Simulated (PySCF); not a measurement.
**Ag²⁺: ionisation energy**

Ag²⁺ [Kr] 4d9 (2D) → Ag³⁺ [Kr] 4d8 (3F), as a difference of total energies. Computed with PySCF 2.14 in aug-cc-pwCVDZ-PP with ECP28MDF, with scalar relativity through the core potential. Correlated levels: valence and next inner shell: nothing frozen outside the core potential. The calculations carry no spin-orbit coupling.

```tsv
method	ionisation energy (eV)
UHF	32.868
MP2 (valence and next inner shell)	34.586
SCS-MP2 (valence and next inner shell)	34.369
CCSD (valence and next inner shell)	34.240
CCSD(T) (valence and next inner shell)	34.314
```

Task: How much does correlation contribute at CCSD(T) (valence and next inner shell)?

Result: 34.314 − (32.868) = 1.446 eV, measured against UHF.

The reference lies between the lowest fine-structure levels, while these numbers refer to the centres of the terms.

Errors of the correlated levels include the incompleteness of this basis.

For comparison: 34.8 ± 0.3 eV (semi-empirical (NIST evaluation); NIST Atomic Spectra Database, ionization energies).
